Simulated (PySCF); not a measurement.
SbF₃, SMILES [F][Sb]([F])[F]. Atoms are numbered in the order given.

```xyz
4

Sb     0.0000     0.0000     0.3482
F      1.4236    -0.8219    -0.6577
F     -1.4236    -0.8219    -0.6577
F      0.0000     1.6438    -0.6577
```

The structure is a stationary point at B3LYP-D3(BJ)/def2-SVP. The isomer is the one that the SMILES or the coordinates give; other isomers of the formula were not compared. The def2 effective core potentials stand for the cores of Sb; spin–orbit coupling is left out.

Level of theory: PBE/def2-TZVPD (PySCF).

The total energy is -539.75539 hartree. The point group comes out as C3v and the highest occupied level is -8.58 eV. The lowest empty level comes out as -2.69 eV. The orbital gap is 5.89 eV and the dipole moment comes out as 3.78 D. The quadrupole, principal values (traceless, Buckingham form, about the centre of nuclear charge) is -1.85, -1.85, 3.70 D·Å, the mean static polarisability is 40.0 bohr³ (5.93 Å³) and the polarisability, principal values comes out as 37.5, 41.2, 41.2 bohr³.
